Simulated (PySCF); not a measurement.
## Exercise with solution: chemical shift, span and skew from a shielding tensor

phosphoric acid (H₃O₄P), SMILES OP(O)(O)=O. Atoms are numbered in the order given.

```xyz
8

O     -0.7699     1.2214     0.5975
P      0.0000     0.0000    -0.1192
O      0.0000     0.0000    -1.5996
O      1.4428     0.0561     0.5975
O     -0.6728    -1.2775     0.5975
H     -1.5436     1.4926     0.0817
H      2.0645     0.5905     0.0817
H     -0.5208    -2.0831     0.0817
```

The structure is a stationary point at B3LYP-D3(BJ)/def2-SVP. The values are those of a single conformer.

GIAO shieldings from PBE/pcSseg-1 (PySCF), non-relativistic, no solvent. The symmetric part of the tensor of P2 has the principal values 219.2, 219.2, 439.9 ppm. The same nucleus in PH3 has σ = 576.8 ppm at this level (PySCF, at its B3LYP-D3(BJ)/def2-TZVP geometry).

Problem. Work out the isotropic shielding, the ³¹P shift against PH3, the span and the skew.

Solution. 
σ(iso) = (σ11 + σ22 + σ33)/3 = 292.8 ppm. δ = σ(ref) − σ(iso) = 576.8 − (292.8) = 284.0 ppm.
Span Ω = σ33 − σ11 = 220.7 ppm. Skew κ = 3(σ(iso) − σ22)/Ω = 1.00, an axial tensor. Tumbling in solution averages the tensor to δ; in a static solid the shielding alone would spread this spin-1/2 line over Ω.
